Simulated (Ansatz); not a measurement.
Geometry optimisation, RKS PBE0/def2-SVP (Ansatz).

Input file:

```yaml
crystal:
  periodic: [false, false, false]
  atoms:
    - { symbol: C, position_ang: [-1.0026, 0.3339, -0.1718] }
    - { symbol: Te, position_ang: [-0.0492, -0.3121, 1.5775] }
    - { symbol: Te, position_ang: [-2.35561, -1.66786, 2.24468] }
    - { symbol: H, position_ang: [-0.2938, 1.0372, -0.7744] }
    - { symbol: H, position_ang: [-1.9485, 0.9519, 0.0899] }
    - { symbol: H, position_ang: [-1.3567, -0.4758, -0.8011] }
    - { symbol: H, position_ang: [-1.76821, -3.12359, 1.42781] }
basis:
  gaussian: { orbitals: def2-SVP }
hamiltonian:
  xc: pbe0
relax:
  f_tol: 0.015
  max_steps: 40
output:
  orbitals: {}
```

Launched with:

```bash
$ ansatz run input.yaml --threads 1 --pin off --max-ram 2048MiB --backend cpu --events-out ev --progress --plain --runs-dir out
```

Where does it end, and by what steps?

The forces met the threshold. The force dipped under the threshold on the way, but the program's further checks kept it going. After 9 steps the energy has fallen by 0.342 eV; Te3 moved furthest, 0.25 Å.

```json
{"step": "0", "energy less start (eV)": "0.0000", "largest force component (eV/Å)": "3.058", "accepted": "yes"}
{"step": "1", "energy less start (eV)": "-0.2032", "largest force component (eV/Å)": "1.345", "accepted": "yes"}
{"step": "2", "energy less start (eV)": "-0.3279", "largest force component (eV/Å)": "0.389", "accepted": "yes"}
{"step": "3", "energy less start (eV)": "-0.3290", "largest force component (eV/Å)": "0.263", "accepted": "yes"}
{"step": "4", "energy less start (eV)": "-0.3313", "largest force component (eV/Å)": "0.316", "accepted": "yes"}
{"step": "5", "energy less start (eV)": "-0.3383", "largest force component (eV/Å)": "0.083", "accepted": "yes"}
{"step": "6", "energy less start (eV)": "-0.3408", "largest force component (eV/Å)": "0.021", "accepted": "yes"}
{"step": "7", "energy less start (eV)": "-0.3415", "largest force component (eV/Å)": "0.019", "accepted": "yes"}
{"step": "8", "energy less start (eV)": "-0.3416", "largest force component (eV/Å)": "0.006", "accepted": "yes"}
{"step": "9", "energy less start (eV)": "-0.3417", "largest force component (eV/Å)": "0.012", "accepted": "yes"}
```

```xyz
7
Properties=species:S:1:pos:R:3
C -1.027 0.431 -0.264
Te -0.130 -0.385 1.527
Te -2.253 -1.815 2.422
H -0.287 1.121 -0.696
H -1.939 0.980 -0.002
H -1.245 -0.376 -0.973
H -1.893 -3.213 1.579
```

Time of the run: 57 s on 1 thread of Intel(R) Xeon(R) Platinum 8488C (Sapphire Rapids), with other jobs on the host, peak memory 0.22 GiB.
